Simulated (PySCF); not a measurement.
## Electron correlation in Nb(2+) (niobium, charge +2)

[Kr] 4d2 5s1, high-spin 4F determinant (an excited configuration). Calculation: PySCF 2.14, in aug-cc-pVTZ-DK (9s8p6d3f2g, 102 functions); the spin-free X2C one-electron Hamiltonian (Gaussian nucleus). Frozen: [Kr]; 3 electrons correlated.

```csv
level,correlation energy (mhartree)
CCSD,-15.93
(T),-0.11
CCSD(T),-16.04
```

Diagnostics: T1 = 0.0032, D1 = 0.0073, largest double amplitude 0.025.

Cost of the coupled-cluster step: of the order of 12 core-seconds, for 3 correlated electrons.
